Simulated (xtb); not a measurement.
HfO$_{2}$, triplet, from a rough starting geometry (GFN-xTB shapes and energies of metal compounds can be far from the true ones) (the multiplicity is a formal guess).

Input for xtb:
```
$ xtb mol.xyz --gfn 2 --uhf 2 --opt vtight --json

# file mol.xyz
3

Hf     0.00852005    -0.00775675     0.04032494
O      1.32071093     0.29358205    -1.11506479
O     -1.37410553    -0.31350997     1.15723882
```

Question: What does this run give for the dipole moment, total energy at the end of the optimisation?

Answer: 
dipole moment: 2.29 D
total energy at the end of the optimisation: -9.4442 Eh
